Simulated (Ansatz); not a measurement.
Molecule: sum formula AlH₂F (charge 0, singlet). 
Coordinates optimised at B3LYP-D3(BJ)/def2-TZVP (Ansatz, a quantum-chemistry and plane-wave program):
SMILES: [F][AlH2]
```xyz
4

F      1.0774    -0.1894    -0.0104
Al    -0.5530     0.0972     0.0053
H     -1.4963    -1.1576     0.0018
H     -1.0116     1.5985     0.0224
```
Charge 0, spin multiplicity 1.

Property: vertical ionisation energy (to the doublet state of charge +1; each state is the SCF solution reached for its spin), in eV. Cores are frozen in the correlated levels unless marked. UHF or UKS for open shells. Spin-orbit coupling is left out. No relativistic terms. Basis-set limits of correlation are two-point, X^-3; Hartree-Fock from the larger set. The program attaches cautions to a run behind SCS-MP2/aug-cc-pV(Q+d)Z: other roots. The program attaches cautions to a run behind CCSD/def2-TZVPPD: other roots. The program attaches cautions to a run behind CCSD(T)/CBS(aug-cc-pV(T+d)Z,aug-cc-pV(Q+d)Z): other roots.

```json
[
 {"level": "BHLYP/def2-TZVPD", "program": "Ansatz", "vertical ionisation energy (eV)": "11.64"},
 {"level": "wB97X-V/def2-TZVPD", "program": "Ansatz", "vertical ionisation energy (eV)": "11.72"},
 {"level": "B2PLYP/def2-TZVPD", "program": "Ansatz", "vertical ionisation energy (eV)": "?"},
 {"level": "SCS-MP2/aug-cc-pV(Q+d)Z", "program": "Ansatz", "vertical ionisation energy (eV)": "11.99"},
 {"level": "CCSD/def2-TZVPPD", "program": "Ansatz", "vertical ionisation energy (eV)": "?"},
 {"level": "CCSD(T)/CBS(aug-cc-pV(T+d)Z,aug-cc-pV(Q+d)Z)", "program": "Ansatz", "vertical ionisation energy (eV)": "11.82"}
]
```

Question: Fill in the missing entries.

Answer: 
- B2PLYP/def2-TZVPD, vertical ionisation energy (eV): 11.55
- CCSD/def2-TZVPPD, vertical ionisation energy (eV): 11.80
